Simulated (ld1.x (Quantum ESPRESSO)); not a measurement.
Transferability test, TM potential for Hf (Z = 72)

| Property | Result |
| --- | --- |
| Element | Hf |
| Generator | ld1.x (Quantum ESPRESSO) 7.5 |
| Type | norm-conserving Troullier–Martins (Kleinman–Bylander form) |
| Functional | LDA (PZ) |
| Relativity | fully relativistic |
| Frozen core | [Kr] 4d10 4f14 |
| Valence charge | 12 |
| Reference configuration | 5s2 5p6 5d2 6s1.5 6p0.5 |
| Partial waves | 5s (bound): rc 1.15 bohr; 5p (bound): rc 1.75 bohr; 5d (bound): rc 3.10 bohr |
| Local potential | all-electron potential smoothed inside 2.70 bohr (lloc = -2) |
| Core correction | none |

Open shells are filled in proportion to 2j + 1 (rel_dist='average').

Occupied shells without a wave of their own: 6p, 6s. They enter only through the test configuration that unscreens the potential.

Energies are relative to the spin-unpolarised reference configuration 5s2 5p6 5d2 6s1.5 6p0.5; without spin polarisation the order of configurations can differ from experiment. The frozen-core shift is the all-electron ΔE with the core orbitals held at their reference shape minus the fully relaxed ΔE.

Problem. Give the all-electron excitation energy and the error of the potential for: 5s2 5p6 5d2 6s2 6p0; 5s2 5p6 5d2 6s1 6p0; 5s2 5p6 5d2 6s0 6p0; 5s2 5p6 5d2 6s1 6p1; 5s2 5p6 5d1 6s0 6p0; 5s2 5p6 5d2 6s1.5 6p0; 5s2 5p6 5d3 6s1 6p0.

Solution.

```tsv
valence configuration	charge	ΔE all-electron (eV)	error AE − PS (meV)	frozen-core shift (meV)
5s2 5p6 5d2 6s2 6p0	0	-1.912	-368	+0.1
5s2 5p6 5d2 6s1 6p0	+1	6.288	+724	+0.2
5s2 5p6 5d2 6s0 6p0	+2	20.790	+2346	+4.5
5s2 5p6 5d2 6s1 6p1	0	1.971	+384	0.0
5s2 5p6 5d1 6s0 6p0	+3	42.883	+3219	+65
5s2 5p6 5d2 6s1.5 6p0	+0.5	1.438	+119	+0.1
5s2 5p6 5d3 6s1 6p0	0	0.669	+478	+3.9
```

The 6p, 6s levels have no wave, so the channel is fitted at the deeper level alone: the likely source of the large errors.

The potential misses its own reference levels by up to 0.9 eV.
